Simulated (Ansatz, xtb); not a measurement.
**Relative energy of two isomers of C5H7OP**

Structure a is `CC1=COC(C)=P1`, a singlet and structure b is `CCC1=COC=P1`, a singlet. Both are isolated molecules in the gas phase, relaxed with PBE-D3(BJ)/def2-SVP; the shapes shown needn't be the lowest conformers.

a (Å):

```xyz
14

C    -1.0074   -0.3317    2.0419
C    -0.1213   -0.1372    0.8452
C     0.5377    1.0229    0.5371
C     1.2411   -0.2184   -1.2098
C     2.0479   -0.3240   -2.4594
O     1.2945    0.9946   -0.5948
P     0.2435   -1.3894   -0.4079
H    -0.6313   -1.1433    2.6989
H    -2.0384   -0.6135    1.7430
H    -1.0734    0.5921    2.6511
H     0.5545    1.9868    1.0630
H     1.7154    0.4174   -3.2173
H     3.1243   -0.1317   -2.2614
H     1.9497   -1.3353   -2.8955
```

b (Å):

```xyz
14

C     3.0742   -0.1406   -0.4578
C     1.9104    0.4430    0.3555
C     0.5674   -0.1160   -0.0366
C    -0.4433    0.6027   -0.6204
C    -1.4468   -1.3986   -0.5643
O    -1.5719   -0.0964   -0.9178
P     0.0579   -1.8428    0.1531
H     2.9501    0.0715   -1.5390
H     3.1295   -1.2423   -0.3403
H     4.0444    0.2849   -0.1310
H     1.8888    1.5484    0.2441
H     2.0856    0.2494    1.4362
H    -0.4912    1.6669   -0.8863
H    -2.3388   -2.0008   -0.7848
```

Q: Which of the two would you expect CCSD(T)/def2-SVP + ΔMP2/def2-TZVPP electronic energies to favour?

A: Structure a; the calculation gives E(b) − E(a) = +4.3 kcal/mol.

Level by level:

| level | geometry | E(b) − E(a) (kcal/mol) | departure from the last row (kcal/mol) | job, with rough time for the two |
| --- | --- | --- | --- | --- |
| GFN2-xTB | GFN2-xTB | +3.1 | −1.2 | optimisation, 0.19 s |
| HF/STO-3G | GFN2-xTB | +4.4 | 0.0 | single point, 0.36 s |
| r2SCAN-D4/def2-SVP | GFN2-xTB | +4.8 | +0.5 | single point, 3.7 s |
| PBE-D3(BJ)/def2-SVP | PBE-D3(BJ)/def2-SVP | +5.4 | +1.1 | optimisation, 41 s |
| HF/def2-SVP | PBE-D3(BJ)/def2-SVP | +5.7 | +1.4 | part of the CCSD(T) run |
| MP2/def2-SVP | PBE-D3(BJ)/def2-SVP | +4.6 | +0.3 | part of the CCSD(T) run |
| CCSD(T)/def2-SVP | PBE-D3(BJ)/def2-SVP | +4.5 | +0.1 | single point |
| CCSD(T)/def2-SVP + ΔMP2/def2-TZVPP | PBE-D3(BJ)/def2-SVP | +4.3 |  | single point, 62 s |

As drawn, both hold the same kinds of bond in the same numbers. Structure a has 2 methyl groups, b 1.

None of the levels shown reverses the order. The largest departure from CCSD(T)/def2-SVP + ΔMP2/def2-TZVPP is that of HF/def2-SVP, 1.4 kcal/mol. The last row adds to CCSD(T) the change of the MP2 difference between the two basis sets, here −0.1 kcal/mol.

With thermal terms from frequencies at re-optimised GFN2-xTB minima (ideal gas, soft modes damped towards free rotors, one conformer each, 298.15 K, 1 atm): the zero-point term adds +0.7 kcal/mol; ΔH is +4.7 and ΔG +5.6 kcal/mol.

The correlated steps freeze 11 core orbitals. Codes used: Ansatz 0.2.0, xtb 6.7.1; the last row on 4 threads of Arm Neoverse V1 on a shared host.
